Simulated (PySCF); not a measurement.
H6MgOSi2, SMILES [SiH3][O][Mg][SiH3].

Coordinates come from a ωB97X-D3(BJ)/def2-SVP optimisation. The structure was generated by enumeration; whether it is a known compound was not checked. Other conformers were not sampled.

Level of theory: ωB97X-D3(BJ)/def2-SVP (PySCF).

Frequencies are harmonic and unscaled.

Modes within 1.5 cm⁻¹ of each other (mostly degenerate sets) share a row, with their intensities summed.

Computed vibrational spectrum:
```csv
mode,ν (cm⁻¹),IR (km/mol),moving atoms (share of kinetic energy)
1,2,0.0,H 100 %
2–3,53,4.4,"O 28 %, Si 28 %, Mg 27 %, H 17 %"
4–5,137,84.2,"O 44 %, Mg 43 %, H 11 %"
6,270,0.0,"Si 82 %, H 9 %, O 8 %"
7–8,406,3.3,"H 85 %, Si 10 %"
9,576,31.5,"Mg 69 %, Si 26 %"
10–11,751,148.5,"H 83 %, Si 10 %"
12,873,367.6,"H 91 %, Si 9 %"
13–14,956,87.4,H 98 %
15–16,977,201.9,H 96 %
17,1024,389.7,"H 90 %, Si 10 %"
18,1091,440.7,"O 76 %, Si 15 %"
19,2211,102.4,H 99 %
20–21,2214,315.0,H 96 %
22–23,2216,332.3,H 96 %
24,2234,113.8,H 99 %
```
